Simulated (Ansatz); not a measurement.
Computed with Ansatz on PBE0-D4/def2-TZVP structures; ΔE is electronic, products minus reactants. CCSD(T)/CBS is the MP2 limit (def2-TZVPP, def2-QZVPP) plus CCSD(T) − MP2 in def2-TZVPP, frozen cores. This one scheme is used for every species. DFT in def2-TZVPP. One conformer a species, not always the lowest.

Consider the substitution at a C–Si bond: `BC[SiH2][NH][AlH2]` + `OCO` → `BCOCO` + `[AlH2][NH][SiH3]`.

(1) Is it downhill or uphill in electronic energy at CCSD(T)/CBS, and by how much? (An estimate is asked.)

(2) What do these levels give: ωB97M-V, B2PLYP, r2SCAN, CCSD/def2-TZVPP, SCS-MP2/def2-QZVPP, MP2/CBS(def2)? (An estimate is asked.)

Largest T1 diagnostic among the species: 0.012.

Results:

(1) Ansatz gave: Uphill: ΔE = +107.9 kJ/mol.

(2) Computed: ωB97M-V 103.7, B2PLYP 100.5, r2SCAN 104.5, CCSD/def2-TZVPP 102.8, SCS-MP2/def2-QZVPP 106.1, MP2/CBS(def2) 115.8 kJ/mol.

The D4 term adds +3.7 kJ/mol with B3LYP and +2.1 kJ/mol with PBE0; it sums over pairs of atoms, weighted by their polarisabilities, and B3LYP, whose exchange is more repulsive, gets the larger term. In def2-TZVPP, CCSD(T) changes the Hartree–Fock value by +15.6 kJ/mol (the triples alone add +1.6 kJ/mol) and MP2 by +23.5 kJ/mol.

B3LYP here is the variant with VWN-RPA as its local correlation; programs differ in this.
